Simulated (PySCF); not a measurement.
methoxy(methylsulfanyl)methane (C3H8OS), SMILES S(COC)C.

The structure is a stationary point at r2SCAN-D4/def2-SVP. One conformer was computed; it need not be the lowest.

All values below come from PBE/def2-TZVP (PySCF).

Computed frontier levels, gap, dipole moment and polarisability:
| Property | Value |
|---|---|
| highest occupied level | -5.40 eV |
| lowest empty level | -0.12 eV |
| orbital gap | 5.28 eV |
| dipole moment | 2.09 D |
| quadrupole, principal values (traceless, Buckingham form, about the centre of nuclear charge) | -2.55, -0.15, 2.70 D·Å |
| mean static polarisability | 63.9 bohr³ (9.47 Å³) |
| polarisability, principal values | 54.9, 63.1, 73.7 bohr³ |
